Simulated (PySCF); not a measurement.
Ga(Br)2(OH) (Br₂GaHO), SMILES [Br][Ga]([OH])[Br]. Atoms are numbered in the order given.

```xyz
5

Ga     0.5588     0.0066     0.0000
Br    -0.5639    -1.9701     0.0000
Br    -0.5406     1.9792     0.0000
O      2.3258     0.0392     0.0000
H      2.7294    -0.8364     0.0000
```

The structure is a stationary point at PBE0-D3(BJ)/def2-SVP. The structure was generated by enumeration; whether it is a known compound was not checked. The values are those of a single conformer.

Calculation: C-PCM-M06-2X/def2-SVP run with PySCF.

The values are the electrostatic part of the solvation free energy, E(continuum) − E(gas) at the gas-phase geometry, in a cavity of scaled van der Waals radii (PySCF's table); cavitation and dispersion terms are not included. A continuum can't describe solvent molecules that bind to the metal. In vacuum the orbital gap is 9.15 eV. The dipole moment in vacuum is 1.49 D.

Computed values in water (ε = 78.36), toluene (ε = 2.37), acetonitrile (ε = 35.69):
```json
[
 {"solvent": "water", "ε": "78.36", "ΔG(elec) (kcal/mol)": "-7.2", "dipole (D)": "1.96", "gap (eV)": "9.38"},
 {"solvent": "toluene", "ε": "2.37", "ΔG(elec) (kcal/mol)": "-4.0", "dipole (D)": "1.74", "gap (eV)": "9.28"},
 {"solvent": "acetonitrile", "ε": "35.69", "ΔG(elec) (kcal/mol)": "-7.1", "dipole (D)": "1.95", "gap (eV)": "9.37"}
]
```
